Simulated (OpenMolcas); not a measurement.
Mo3+ (d3) on a cation site of an ionic host was computed by SS-CASPT2, IPEA 0.25 Eh, imaginary shift 0.1 Eh with the d shell active (OpenMolcas, ANO-RCC-VTZP on the metal). Its lowest spin-free states, and all those of the highest spin:

```csv
2S+1,Degeneracy,E (cm-1)
4,1,0
2,3,8630
2,2,8710
2,3,14560
4,3,31740
4,3,37260
2,1,37570
2,3,39910
2,3,40140
2,2,40580
2,3,43820
2,3,46170
4,3,64800
```

Q: Is the site octahedral, tetrahedral or cube-like, axial, or of lower symmetry?

A: The states with 2S+1 = 4 have orbital degeneracies 1, 3, 3, 3. Threefold states need a cubic site. For d3 at this spin an octahedron puts the single A2 below the threefold T2 and a tetrahedron or cube puts the threefold T1 below the threefold T2, so the site is octahedral. The first gap at this spin, 31700 cm-1, is |10Dq| in ligand-field theory. The run had Mo3+ with its 6 nearest oxide ions at 2.106 Å, on the Mg site of MgO (a = 4.2112 Å, distance in the model lattice 2.106 Å). The rest of the host is ab initio model potentials to 7.6 Å, with orthogonalisation functions on the cations behind the ligands, and point charges beyond; the distance is set by hand and nothing relaxes, and no local charge compensation is placed. Ligand basis ANO-RCC-VDZP.

Roots that are degenerate in the reference are averaged as groups; the widest CASPT2 spread within a group is 650 cm-1 (the 3-fold group of multiplicity 2 near 86300 cm-1 above the lowest state of its run). Shifts and gaps below about the spread of the groups concerned are not significant. Over all roots computed the reference weight is 0.69 to 0.70; a low but even weight reflects the number of correlated electrons. The least metal-like active orbital is 79 % on the metal (Löwdin) and no ligand orbital is active, so the numbers are rough. Ligand-to-metal charge-transfer states are missing. With no ligand orbital active B as a rule stays too high, so bands that hang on it stand too high and its fall with covalency is understated. With one d shell and no ligand orbital active, 10Dq can be off by a tenth or more. The distance lies 1 % over the 2.082 Å that this model takes as the normal distance (a Shannon-type radius plus a fixed donor radius, weighted with the host); by an R⁻⁵ law this alone changes a d-shell field by about -6 %. No measured value stands beside these numbers; the geometry was set by hand and not optimised.
